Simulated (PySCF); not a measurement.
H6OSi2Te, SMILES [SiH3]O[Te][SiH3].

Coordinates come from a B3LYP-D3(BJ)/def2-SVP optimisation. This is a generated structure with no PubChem entry under its InChIKey; it may be hypothetical. The def2 effective core potentials stand for the cores of Te; spin–orbit coupling is left out. One conformer was computed; it need not be the lowest.

Level of theory: TDDFT-PBE/def2-SVPD run with PySCF.

Vertical excitations. Isolated molecule, no solvent.

```
state  energy (eV)  λ (nm)      f                                                                main pairs
-----  -----------  ------  -----  ------------------------------------------------------------------------
S1            2.47     502  0.000                                                           HOMO→LUMO 100 %
S2            3.71     334  0.001                                                          HOMO−1→LUMO 99 %
S3            4.11     302  0.009                                                          HOMO→LUMO+1 99 %
S4            4.72     263  0.035                                                          HOMO−2→LUMO 94 %
S5            4.87     255  0.006                                        HOMO−3→LUMO 73 %, HOMO→LUMO+2 24 %
S6            4.88     254  0.014                                        HOMO→LUMO+2 73 %, HOMO−3→LUMO 24 %
S7            5.40     230  0.016                                      HOMO−1→LUMO+1 63 %, HOMO→LUMO+3 34 %
S8            5.54     224  0.018                                                          HOMO→LUMO+4 79 %
S9            5.55     223  0.002                                        HOMO→LUMO+5 80 %, HOMO→LUMO+4 13 %
S10           5.60     221  0.035  HOMO→LUMO+3 39 %, HOMO−4→LUMO 17 %, HOMO−1→LUMO+1 12 %, HOMO−5→LUMO 11 %
T1            1.83     677      0                                                           HOMO→LUMO 100 %
T2            3.24     382      0                                                          HOMO−1→LUMO 99 %
T3            3.71     334      0                                                         HOMO→LUMO+1 100 %
T4            4.25     292      0                                                          HOMO−2→LUMO 98 %
```
Triplets are in the Tamm–Dancoff approximation, which puts them higher than full response would, so one can lie above its singlet here.
